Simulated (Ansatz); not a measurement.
A made-up structure of GaH5Se, closed shell:

| atom | x (Å) | y (Å) | z (Å) |
| --- | --- | --- | --- |
| Ga1 | -0.5573 | -0.4585 | -0.4132 |
| Se2 | 0.4655 | 0.3290 | 1.1370 |
| H3 | 0.0088 | -1.9445 | 0.1159 |
| H4 | -1.9125 | 0.2632 | 0.2595 |
| H5 | 0.0459 | 0.1604 | -1.8624 |
| H6 | 1.7209 | -0.0290 | 0.3234 |
| H7 | 0.2287 | 1.6795 | 0.4398 |

It is relaxed with PBE-D4/def2-SVP and then PBE0-D4/def2-TZVP (Ansatz 0.2.0). Atoms count as bonded within 1.22 times the sum of their covalent radii (H–H: 0.88 Å). The end point is not checked to be a true minimum.

Q: Does its bonding change? (Judge from chemistry; the calculation decides.)

A: Computed: No: no bond forms or breaks.

Where it ends: The first stage lowers the energy by 2.89 eV in 9 steps. It ends as GaH₅Se ([GaH3][SeH2]):
```json
{"atom": "Ga1", "x (Å)": "-0.8043", "y (Å)": "-0.6645", "z (Å)": "-0.5538"}
{"atom": "Se2", "x (Å)": "0.7753", "y (Å)": "0.5921", "z (Å)": "1.2576"}
{"atom": "H3", "x (Å)": "-0.3668", "y (Å)": "-2.1129", "z (Å)": "-0.1160"}
{"atom": "H4", "x (Å)": "-2.1458", "y (Å)": "-0.0693", "z (Å)": "0.0180"}
{"atom": "H5", "x (Å)": "-0.1838", "y (Å)": "-0.0389", "z (Å)": "-1.8585"}
{"atom": "H6", "x (Å)": "2.0531", "y (Å)": "0.3554", "z (Å)": "0.5735"}
{"atom": "H7", "x (Å)": "0.6723", "y (Å)": "1.9381", "z (Å)": "0.6792"}
```

Labels in which every atom is bracketed show which atoms are joined, not bond orders.

For scale, one of the runs: PBE0-D4/def2-TZVP relaxation, 126 basis functions, launched by `ansatz run in.yaml --threads 2 --pin off --events-out ev --progress --plain --max-ram 4352MiB`. The run took about 14 s on 2 CPU threads of an Arm Neoverse V1 (shared host).
